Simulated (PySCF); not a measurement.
# Broadened absorption spectrum of C4H9NOSi

Compound: C4H9NOSi.
SMILES: `C(N1CCC[SiH2]1)=O`

The calculation used PySCF 2.14.0, density-fitted response routines, TDDFT wB97X-D/def2-SVPD, vertical, gas phase, core orbitals frozen in the response. One conformer (not necessarily the lowest) at the GFN2-xTB geometry, without solvent, vibrations or thermal averaging.

Each state is given a Gaussian of 0.3 eV full width at half maximum, with ε(max) = 2.175×10⁸ f / Δν̃ (Δν̃ the width in cm⁻¹). The width is an assumption, not a result. The curve ends short of the highest state used, and states not computed would add to its high-energy end.

(λ (nm), ε (L mol⁻¹ cm⁻¹)): (162.7, 2154), (164.1, 1088), (165.5, 619), (166.9, 551), (168.3, 688), (169.7, 881), (171.2, 1074), (172.6, 1234), (174.0, 1449), (175.4, 1939), (176.8, 3102), (178.2, 5281), (179.6, 8342), (181.0, 11429), (182.5, 13372), (183.9, 13064), (185.3, 10884), (186.7, 7781), (188.1, 4804), (189.5, 2579), (190.9, 1211), (192.3, 500), (193.8, 170), (195.2, 55), (196.6, 16), (198.0, 4), (199.4, 1), (200.8, 0), (202.2, 0), (203.6, 0), (205.1, 0), (206.5, 1), (207.9, 2), (209.3, 5), (210.7, 9), (212.1, 17), (213.5, 29), (214.9, 44), (216.4, 62), (217.8, 79), (219.2, 91), (220.6, 98), (222.0, 96), (223.4, 88), (224.8, 75), (226.2, 60), (227.7, 43), (229.1, 30), (230.5, 19), (231.9, 12), (233.3, 7), (234.7, 4), (236.1, 2), (237.5, 1), (239.0, 0), (240.4, 0)

Q: Where are the band maxima, and which computed states make them?

A: 221 nm (5.61 eV), ε about 98, made up of S1 (100%); 183 nm (6.78 eV), ε about 14000, made up of S2 (100%) (ε in L mol⁻¹ cm⁻¹; maxima over ε = 5, shares over 10%). At its high-energy end, 7.62 eV, the curve is still rising (ε about 2100, from S5 and S6). The states used: S1 5.61 eV (f 0.0011); S2 6.77 eV (f 0.150); S3 7.11 eV (f 0.011); S4 7.31 eV (f 0.0066); S5 7.73 eV (f 0.025); S6 7.92 eV (f 0.120); S7 8.00 eV (f 0.010); S8 8.22 eV (f 0.025).

Q: On this curve, what absorbance would a 10⁻³ mol/L sample give at 193 nm over a 1 cm path?

A: 193 nm is 6.424 eV, where ε is about 310 L mol⁻¹ cm⁻¹, so A = ε c l ≈ 0.31 (Beer–Lambert, with the gas-phase spectrum and the assumed width).

Q: Coming from long wavelengths, where does ε first pass 100 L mol⁻¹ cm⁻¹?

A: At about 194 nm (6.38 eV), 0.77 eV above S1.

Q: What would ε be at 6.78 eV, the highest of these maxima, with half the width (0.15 eV)?

A: About 26900 L mol⁻¹ cm⁻¹ against 13500, a factor of about 1.99; a lone state at its own centre would give exactly 2.
